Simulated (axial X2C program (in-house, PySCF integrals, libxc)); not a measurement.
## Worked dissociation energy of InS: CCSD, scalar-relativistic

Calculated with an axial X2C code built on PySCF integrals. Spin-free means the one-electron spin-free X2C Hamiltonian. Basis: In dyall-cv3z [11s12p9d4f1g], S dyall-av3z [9s8p3d2f] (cores contracted in-house); Gaussian nuclei, density fitting, unrestricted open shells. Masses: In 114.904 u, S 31.972 u.

Molecular state: M_S = 1/2, Λ = 0 (beyond evenly filled blocks: σα).

Correlated methods: 9 electrons correlated (number of frozen shells: In 4 s, 3 p, 2 d; S 2 s, 1 p), 259 virtual spin orbitals or spinors in MP2, 90 natural virtuals in coupled cluster.

* E(In) (2M_S = 1, M_L = 0): -5878.363518 hartree
* E(S) (2M_S = 2, M_L = 0): -398.740455 hartree
* E(InS) at Re: -6277.209789 hartree
* ωe: 357.1 cm⁻¹
* ωexe: 2.13 cm⁻¹

Problem. Work out De and D0.

Solution. De = -5878.363518 + (-398.740455) − (-6277.209789) = 0.10582 hartree = 2.879 eV. The zero-point energy is ωe/2 − ωexe/4 = 178 cm⁻¹ = 0.022 eV, so D0 = 2.857 eV.

The state is one determinant whose occupation by symmetry is held fixed; it was picked as the lowest of a PBE0 search that is not exhaustive. De is counted from the lowest determinant-based energies of the atoms at the same level, without counterpoise correction. CCSD ran in a truncated set of natural virtual spinors with an MP2 remainder; without triples it tends to underbind. PBE0 can misorder states that lie within some tenths of an eV, so this need not be the ground state of the molecule. The nearest other spin-free determinant of the search, M_S = 1/2, Λ = 1, lies 0.38 eV up at the distance of the search. With the outer-core shells frozen, correlated bond lengths of heavy atoms tend to come out a few hundredths of an ångström too long. Spin-free De lacks the spin–orbit lowering of the heavy p-block atom, a tenth of an eV or more for 4p and 5p, up to an eV for 6p and one to two eV for 7p atoms, less what an open-shell molecule gains itself.

Each atomic determinant is the lowest at this level and need not be a pure term. Totals compare only within one Hamiltonian and basis.
